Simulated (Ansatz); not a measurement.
Consider the ligand exchange at the Si–S bond: `[AlH2][S][SiH3]` + `[OH][GaH2]` → `[SiH3][O][GaH2]` + `[AlH2][SH]`.

Isolated molecules relaxed with PBE0-D4/def2-TZVP in Ansatz; ΔE leaves out vibrations. CCSD(T)/CBS adds triple-zeta CCSD(T) − MP2 to the extrapolated MP2 energy (def2 sets, frozen cores). This one scheme is used for every species. DFT in def2-TZVPP. For Ga outer-core shells are correlated without core-valence functions, which leaves a few kJ/mol of doubt a bond. Scalar relativity is left out up to krypton.

CCSD(T)/CBS gives -0.41 eV.

Problem. Another level gave -0.42 eV. Which?
A. BLYP-D4/def2-TZVPP
B. PBE0/def2-TZVPP
C. CAM-B3LYP-D4/def2-TZVPP
D. revPBE/def2-TZVPP

Solution. A. BLYP-D4 -0.42, CAM-B3LYP-D4 -0.51, revPBE -0.28, PBE0 -0.33 eV.

Largest T1 diagnostic among the species: 0.015.

At CCSD(T), def2-SVP lies −0.06 eV from the extrapolated value and def2-TZVPP −0.05 eV. In def2-TZVPP, CCSD(T) changes the Hartree–Fock value by +0.20 eV (the triples alone add +0.04 eV) and MP2 by +0.24 eV. From BLYP to BHLYP (50 % exact exchange), in def2-TZVPP and without D4, ΔE moves by −0.10 eV.
